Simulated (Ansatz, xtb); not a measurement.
The molecule BeSi+, multiplicity 2 (lowest of 2S+1 = 2, 4 at CCSD(T)/def2-TZVPP on PBE0 minima; our sources give no spin for the ground state, which may be another). The T1 diagnostic near the minimum is 0.125, so single-reference values are doubtful.

Constants: fifth-degree fit in 1/R to seven points, most abundant isotopes. In def2 and cc sets the state is the lowest found near the PBE0 minimum, followed along R.

Codes used: Ansatz (Gaussian basis) for Hartree–Fock, density functionals and correlated methods; xtb for the GFN methods. Values without a source in brackets are computed. The GFN methods have no spin term and hold the electronic entropy of 300 K.

```tsv
level	r_e (Å)	ω_e (cm⁻¹)	ω_e x_e (cm⁻¹)
GFN1-xTB	2.308	397	6.5
SVWN5/def2-TZVPP	2.265	494	4.6
B97M-V/def2-TZVPP	2.266	489	4.7
B3LYP/def2-TZVPP	2.289	[?]	5.4
PBE0/def2-TZVPP	2.283	467	5.2
BHLYP/def2-TZVPP	2.288	440	5.3
CAM-B3LYP/def2-TZVPP	2.277	451	5.6
wB97X-V/def2-TZVPP	[?]	[?]	5.0
```

Question: What belongs in the gaps?

Answer: 
- wB97X-V/def2-TZVPP, r_e (Å): 2.281
- wB97X-V/def2-TZVPP, ω_e (cm⁻¹): 457
- B3LYP/def2-TZVPP, ω_e (cm⁻¹): 454

Ansatz is an electronic-structure program.
